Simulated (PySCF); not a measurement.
# How the functional moves excitation energies

CH8GeOSSi.
SMILES with atom numbers: `[CH3:1][S:2][SiH2:3][O:4][GeH3:5]` (hydrogens: H6, H7, H8 on C1; H9, H10 on Si3; H11, H12, H13 on Ge5)

Linear-response calculations in the def2-SVPD basis (PySCF; singlets by full response, triplets Tamm–Dancoff, core orbitals frozen in the response; HF means time-dependent Hartree–Fock). 'Strongest' is the level of largest summed f among the singlets computed (10 roots, of which the last may lack a degenerate partner); it can jump between rows when another state enters that window. S1 is the lowest singlet of each run and needn't be the same state throughout; f(S1) is that of one state. Isolated species at its PBE0-D3(BJ)/def2-SVP geometry (one conformer only). The LDA/def2-SVPD calculation is non-relativistic and has no spin–orbit coupling, an omission that weighs most on germanium.

```csv
functional,kind,S1 (eV),f(S1),strongest (eV),T1 (eV),HOMO (eV),gap (eV),"ionisation energy, ΔSCF (eV)"
LDA,LDA,4.77,0.029,5.90,4.56,-5.97,4.63,9.03
PBE,GGA,4.90,0.027,5.98,4.67,-5.88,4.78,8.91
B3LYP,"global hybrid, 20% exact exchange",5.51,0.017,6.42,5.22,-6.83,6.33,9.13
PBE0,"global hybrid, 25% exact exchange",5.70,0.014,6.97,5.33,-7.07,6.80,9.12
BHandHLYP,"global hybrid, 50% exact exchange",6.03,0.002,6.68,5.58,-8.13,8.65,9.07
CAM-B3LYP,range-separated hybrid,5.85,0.002,6.47,5.44,-8.37,9.01,9.19
wB97X-D,range-separated hybrid,5.95,0.002,7.61,5.58,-8.90,10.36,9.21
LC-wPBE,range-separated hybrid,6.14,0.001,8.38,5.61,-9.76,11.51,9.25
HF,Hartree–Fock,6.53,0.001,9.00,5.92,-9.84,11.90,not settled
```

S1 runs from 4.77 eV (LDA) to 6.53 eV (HF), a spread of 1.76 eV, while the orbital gap spreads over 7.3 eV. Along PBE (0%), B3LYP (20%), PBE0 (25%), BHandHLYP (50%), HF (100%) S1 rises with the share of exact exchange. −ε(HOMO) comes closest to its own ΔSCF ionisation energy with wB97X-D (-0.31 eV) and misses most with LDA (-3.06 eV). 'Not settled' means that the ion's SCF failed to converge or may have ended in another state than the lowest.
